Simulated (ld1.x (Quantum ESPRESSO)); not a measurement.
## u(r) = r·R(r): atom against pseudo-atom (technetium)

Columns: radius, all-electron u(r) and pseudo u(r) of the 5p shell (level -1.58 eV) of technetium in the configuration [Kr] 4d5 5s1.75 5p0.25; PBEsol, scalar-relativistic, ultrasoft scheme, ld1.x (Quantum ESPRESSO) 7.5.

```tsv
r (bohr)	all-electron	pseudo
0.140	0.0211	-0.0013
0.280	-0.1181	-0.0054
0.420	-0.0637	-0.0122
0.560	0.0592	-0.0218
0.700	0.1551	-0.0345
0.840	0.1978	-0.0501
0.980	0.1925	-0.0689
1.120	0.1535	-0.0908
1.260	0.0947	-0.1156
1.400	0.0266	-0.1432
1.540	-0.0437	-0.1732
1.680	-0.1116	-0.2051
1.820	-0.1749	-0.2385
1.960	-0.2321	-0.2725
2.100	-0.2830	-0.3064
2.240	-0.3273	-0.3394
2.380	-0.3655	-0.3707
2.520	-0.3979	-0.3995
2.660	-0.4249	-0.4251
2.800	-0.4469	-0.4469
2.940	-0.4644	-0.4644
3.080	-0.4778	-0.4778
3.220	-0.4875	-0.4875
3.360	-0.4940	-0.4940
3.500	-0.4975	-0.4975
3.640	-0.4984	-0.4984
```

Problem. How many radial nodes do the two functions have?

Solution. The all-electron 5p function has n − l − 1 = 3; the pseudo-wave has 0, since the states of the same l below it are removed with the core.

Problem. At about which radius was the pseudo-wave matched?

Solution. 2.80 bohr, where the columns begin to agree (steps of 0.14 bohr).

Problem. Is the pseudo-wave norm-conserving?

Solution. No, it belongs to an ultrasoft set: the norm inside the radius is not constrained, and the difference is carried by the augmentation charge.
